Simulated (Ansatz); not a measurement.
Relaxation of the cluster B5N4⁺ with RKS r2SCAN-D4/def2-SVP.

```sh
$ ansatz run in.yaml --threads 4 --pin off --events-out ev --progress --plain --max-ram 4787MiB
```

```yaml
crystal:
  periodic: [false, false, false]
  atoms:
    - {symbol: B, position_ang: [-0.398100, -0.731550, 1.119620]}
    - {symbol: B, position_ang: [2.845280, 2.997670, -0.228370]}
    - {symbol: B, position_ang: [1.047800, 1.082560, -0.044580]}
    - {symbol: B, position_ang: [-0.746380, -0.483450, -1.017780]}
    - {symbol: B, position_ang: [-1.769970, -1.841710, 0.100810]}
    - {symbol: N, position_ang: [-1.692310, -1.398270, -1.191480]}
    - {symbol: N, position_ang: [0.078010, 0.063340, 0.022980]}
    - {symbol: N, position_ang: [-1.277390, -1.695130, 1.368700]}
    - {symbol: N, position_ang: [1.913050, 2.006520, -0.129900]}
basis:
  gaussian: {orbitals: def2-SVP}
total_charge: 1
hamiltonian: {xc: r2scan, dispersion: d4}
scf: {lower_state_search: "off"}
output: {orbitals: {seedname: orbitals}}
relax: {f_tol: 0.02, max_steps: 100}
```

Hardware: 4 threads of Intel Xeon 6975P-C on a shared host. Wall time 4 s.

Positions (Å) and forces (eV/Å) at steps 1, 2, 3, 4, 5 of 5:

```xyz
9
step=1 energy=-9320.4939 eV
B    -0.398   -0.732    1.120   -0.922   -0.935    0.014
B     2.845    2.998   -0.228   -0.133   -0.143    0.025
B     1.048    1.083   -0.045   -0.260   -0.258    0.016
B    -0.746   -0.483   -1.018   -0.910   -0.944    0.053
B    -1.770   -1.842    0.101    0.986    1.026   -0.051
N    -1.692   -1.398   -1.191    0.167    0.101    0.231
N     0.078    0.063    0.023    0.653    0.672   -0.028
N    -1.277   -1.695    1.369    0.125    0.181   -0.232
N     1.913    2.007   -0.130    0.294    0.300   -0.027
9
step=2 energy=-9320.5417 eV
B    -0.406   -0.737    1.117   -0.363   -0.319   -0.162
B     2.847    2.996   -0.224   -0.057   -0.062    0.015
B     1.046    1.083   -0.047   -0.107   -0.097    0.001
B    -0.756   -0.493   -1.017   -0.310   -0.366    0.188
B    -1.754   -1.827    0.102    0.614    0.636   -0.034
N    -1.695   -1.402   -1.190   -0.124   -0.119   -0.035
N     0.078    0.066    0.020    0.345    0.352   -0.023
N    -1.276   -1.695    1.369   -0.096   -0.119    0.057
N     1.915    2.008   -0.130    0.100    0.094   -0.006
9
step=3 energy=-9320.5707 eV
B    -0.414   -0.741    1.106    0.077    0.131   -0.190
B     2.850    2.993   -0.213    0.030    0.032    0.003
B     1.045    1.086   -0.053    0.032    0.044   -0.009
B    -0.768   -0.505   -1.013    0.133    0.084    0.183
B    -1.730   -1.805    0.104    0.090    0.096   -0.013
N    -1.704   -1.412   -1.192   -0.169   -0.111   -0.219
N     0.079    0.072    0.013   -0.067   -0.065   -0.011
N    -1.275   -1.698    1.376   -0.092   -0.164    0.248
N     1.917    2.010   -0.129   -0.035   -0.046    0.007
9
step=4 energy=-9320.5753 eV
B    -0.415   -0.736    1.092    0.019    0.021   -0.004
B     2.857    2.992   -0.195    0.022    0.024    0.000
B     1.043    1.090   -0.064    0.036    0.040   -0.006
B    -0.776   -0.513   -1.009    0.019    0.019    0.002
B    -1.722   -1.800    0.110   -0.002   -0.003    0.003
N    -1.713   -1.422   -1.195   -0.009   -0.018    0.031
N     0.076    0.076    0.001   -0.021   -0.022   -0.001
N    -1.269   -1.697    1.387   -0.019   -0.011   -0.031
N     1.919    2.010   -0.127   -0.045   -0.050    0.005
9
step=5 energy=-9320.5753 eV
B    -0.414   -0.735    1.091   -0.003   -0.004    0.004
B     2.858    2.992   -0.193    0.000    0.000    0.001
B     1.043    1.091   -0.065   -0.011   -0.010   -0.001
B    -0.777   -0.513   -1.009   -0.006   -0.005   -0.003
B    -1.722   -1.801    0.111   -0.004   -0.005    0.000
N    -1.714   -1.423   -1.194    0.008    0.010   -0.006
N     0.075    0.077    0.000   -0.005   -0.005   -0.003
N    -1.269   -1.696    1.387    0.010    0.009    0.006
N     1.919    2.010   -0.127    0.012    0.010    0.001
```

The restricted singlet is unstable towards broken spin symmetry in Hartree–Fock (as tested in another run); at r2SCAN-D4/def2-SVP this wasn't settled. Another isomer (singlet) lies 4.35 eV lower at PBE0-D4/def2-TZVP; other spin states weren't run for this one.
